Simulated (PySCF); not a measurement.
## Electron correlation in Cl (chlorine, neutral)

[Ne] 3s1 3p6, 2S determinant (an excited configuration). All numbers are calculated (PySCF 2.14, the non-relativistic Hamiltonian (point nucleus), in aug-cc-pwCVTZ (8s7p5d3f, 75 functions)). Frozen: [Ne]; 7 electrons correlated.

| level | correlation energy (mhartree) |
| --- | --- |
| CCSD | -329.98 |
| (T) | -42.74 |
| CCSD(T) | -372.72 |

Diagnostics: T1 = 0.023, D1 = 0.0484, largest double amplitude 0.218.

A double-excitation amplitude exceeds 0.15, a sign of near-degeneracy.

Cost of the coupled-cluster step: roughly 5 core-seconds, for 7 correlated electrons.
